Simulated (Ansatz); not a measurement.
Geometry optimisation, Ansatz, RKS PBE0-D4/def2-SVP.

Input:

```yaml
crystal:
  periodic: [false, false, false]
  atoms:
    - { symbol: C, position_ang: [-1.2256, -1.012, 0.7537] }
    - { symbol: B, position_ang: [-0.397, -0.1014, -0.2598] }
    - { symbol: C, position_ang: [1.0086, -0.602, -0.7459] }
    - { symbol: Al, position_ang: [2.4157, -0.4978, 0.7746] }
    - { symbol: Si, position_ang: [-1.0863, 1.5885, -0.928] }
    - { symbol: F, position_ang: [-0.045, 2.8545, -0.4547] }
    - { symbol: H, position_ang: [-0.7164, -1.9026, 1.0113] }
    - { symbol: H, position_ang: [-2.2015, -1.2039, 0.2523] }
    - { symbol: H, position_ang: [-1.4625, -0.3666, 1.7078] }
    - { symbol: H, position_ang: [0.9687, -1.6451, -1.0797] }
    - { symbol: H, position_ang: [1.4101, 0.0434, -1.5293] }
    - { symbol: H, position_ang: [2.1838, -1.5564, 1.9794] }
    - { symbol: H, position_ang: [2.7578, 0.97, 1.2365] }
    - { symbol: H, position_ang: [-1.2114, 1.5616, -2.3591] }
    - { symbol: H, position_ang: [-2.421, 1.8188, -0.3298] }
basis:
  gaussian: { orbitals: def2-SVP }
hamiltonian:
  xc: pbe0
  dispersion: d4
relax:
  f_tol: 0.015
  max_steps: 40
output:
  orbitals: {}
```

Launched with:

```bash
$ ansatz run input.yaml --threads 2 --pin off --max-ram 3072MiB --backend cpu --events-out ev --progress --plain --runs-dir out
```

**Question.** Where does it end, and by what steps?

**Answer.** It converged. After 28 steps the energy has fallen by 1.595 eV; H12 moved furthest, 2.24 Å. Joined: Al4–F6.

| step | energy less start (eV) | largest force component (eV/Å) | accepted |
| --- | --- | --- | --- |
| 0 | 0.0000 | 2.948 | yes |
| 1 | -0.6755 | 1.139 | yes |
| 2 | -0.8669 | 0.487 | yes |
| 3 | -0.8985 | 0.294 | yes |
| 4 | -0.9174 | 0.117 | yes |
| 5 | -0.9334 | 0.203 | yes |
| 6 | -0.9443 | 0.316 | yes |
| 7 | -0.9584 | 0.356 | yes |
| 8 | -0.9702 | 0.168 | yes |
| 9 | -0.9594 | 0.561 | no |
| 10 | -0.9801 | 0.083 | yes |
| 11 | -0.9868 | 0.058 | yes |
| 12 | -0.9951 | 0.111 | yes |
| 13 | -1.0069 | 0.205 | yes |
| 14 | -1.0280 | 0.260 | yes |
| 15 | -1.0699 | 0.216 | yes |
| 16 | -1.1497 | 0.272 | yes |
| 17 | -1.2383 | 0.490 | yes |
| 18 | -1.4127 | 0.514 | yes |
| 19 | -1.5477 | 0.636 | yes |
| 20 | -1.4623 | 1.496 | no |
| 21 | -1.5918 | 0.103 | yes |
| 22 | -1.5936 | 0.037 | yes |
| 23 | -1.5941 | 0.024 | yes |
| 24 | -1.5944 | 0.030 | yes |
| 25 | -1.5947 | 0.018 | yes |
| 26 | -1.5949 | 0.025 | yes |
| 27 | -1.5949 | 0.016 | yes |
| 28 | -1.5950 | 0.008 | yes |

```xyz
15
Properties=species:S:1:pos:R:3
C -1.429 -1.462 0.500
B -0.497 -0.485 -0.301
C 0.906 -0.753 -0.768
Al 1.789 0.517 0.603
Si -0.880 1.498 -0.533
F 0.738 2.020 -0.103
H -0.985 -2.457 0.652
H -2.381 -1.597 -0.046
H -1.709 -1.048 1.483
H 1.315 -1.774 -0.698
H 1.320 -0.209 -1.634
H 1.273 0.483 2.112
H 3.296 0.860 0.242
H -1.049 2.080 -1.897
H -1.729 2.273 0.417
```

Whether the end is a true minimum wasn't checked by a vibrational analysis.

The run took 2.7 min on 2 threads of Arm Neoverse V1 (shared host), peak memory 0.39 GiB.
